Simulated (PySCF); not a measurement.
C3H4BNO2, SMILES O=C1CB(O)C=N1.

Coordinates come from a PBE-D3(BJ)/def2-SVP optimisation. The structure was generated by enumeration, and PubChem lists no compound with its InChIKey, so it may never have been made. Other conformers were not sampled.

Level of theory: PBE-D3(BJ)/def2-SVP (PySCF).

No scaling factor is applied to the harmonic values.

Computed harmonic wavenumbers and intensities:
```tsv
mode	ν (cm⁻¹)	IR (km/mol)	moving atoms (share of kinetic energy)
1	20	2.7	O 43 %, H 27 %, C 26 %
2	199	3.3	N 35 %, C 27 %, B 17 %, O 14 %
3	303	8.7	O 51 %, C 23 %, H 15 %
4	343	4.8	H 58 %, C 17 %, B 16 %
5	488	7.6	O 51 %, N 13 %, C 13 %, B 12 %, H 11 %
6	528	1.5	O 45 %, C 28 %, N 10 %, B 10 %, H 8 %
7	574	56.3	H 54 %, C 28 %
8	641	60.0	H 60 %, B 17 %, C 9 %, O 9 %
9	667	0.1	C 38 %, O 28 %, N 22 %
10	751	0.0	H 50 %, C 37 %, B 11 %
11	763	11.9	N 42 %, C 34 %, H 18 %
12	784	0.2	C 70 %, H 23 %
13	918	21.8	H 58 %, C 27 %, B 14 %
14	930	67.2	H 67 %, B 14 %, C 13 %
15	1047	87.8	C 63 %, H 20 %, N 8 %
16	1055	1.2	H 67 %, C 28 %
17	1101	38.5	H 54 %, C 38 %
18	1215	182.6	B 41 %, C 27 %, H 22 %, O 9 %
19	1269	4.4	H 63 %, C 19 %, N 12 %
20	1303	27.7	H 92 %
21	1458	298.6	B 67 %, O 19 %
22	1574	8.6	C 54 %, N 42 %
23	1811	197.7	C 63 %, O 36 %
24	3005	3.5	H 94 %
25	3009	35.7	H 92 %, C 8 %
26	3049	0.2	H 91 %, C 9 %
27	3708	61.3	H 94 %
```
